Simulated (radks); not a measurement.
Spherical quantum dot in the effective-mass picture: electrons in a parabolic well V = omega^2 r^2 / 2 with omega = 0.563, with a point charge +2 (a donor) at the centre, all in effective atomic units (hartree* = m*/eps^2 hartree, bohr* = eps/m* bohr), one dielectric constant everywhere. Method: non-relativistic Kohn-Sham, r2SCAN, spin-polarised, spherical densities, generalised Kohn-Sham scheme; computed with a radial shooting solver with Libxc functionals. Levels are named by radial order and angular momentum (1s, 1p, 1d, 2s, ...), and open shells are averaged over m. Results are scaled to m* = 0.339 and eps = 6.2, for which hartree* = 240 meV and bohr* = 0.9678 nm.

N = 14, configuration 1s2 1p6 1d(up 4, down 0) 2s2. This is the lowest configuration that the search found. Occupied and some empty levels:

level    occupation  eigenvalue (meV)  <r> (nm)
1s down           1            1047.9    0.9768
1s up             1            1048.3     1.000
1p up             3            1230.3     2.521
2s up             1            1235.5     2.537
1p down           3            1246.1     2.457
2s down           1            1253.3     2.520
1d up             4            1315.2     2.919
1d down           0            1336.6     2.898
1f up             0            1407.2     3.204
2p up             0            1423.8     2.739
1f down           0            1431.7     3.196
2p down           0            1437.6     2.744
1g up             0            1507.4     3.449
1g down           0            1534.9     3.436

Energy (meV): total 9218.78, kinetic 2246.7, external -271.04, Hartree 8491.1, exchange-correlation -1248.0.

Electron density:

r (nm)  n(r) (e/nm^3)
0.235           1.860
0.496          0.6855
0.758          0.2813
1.02           0.1417
1.28          0.09783
1.54          0.08864
1.80          0.08843
2.07          0.08741
2.33          0.08191
2.59          0.07144
2.85          0.05745
3.11          0.04228
3.37          0.02840
3.63          0.01734
3.90         0.009573
4.16         0.004792
4.42         0.002169
4.68        0.0008895
4.94        0.0003309
5.20        0.0001117
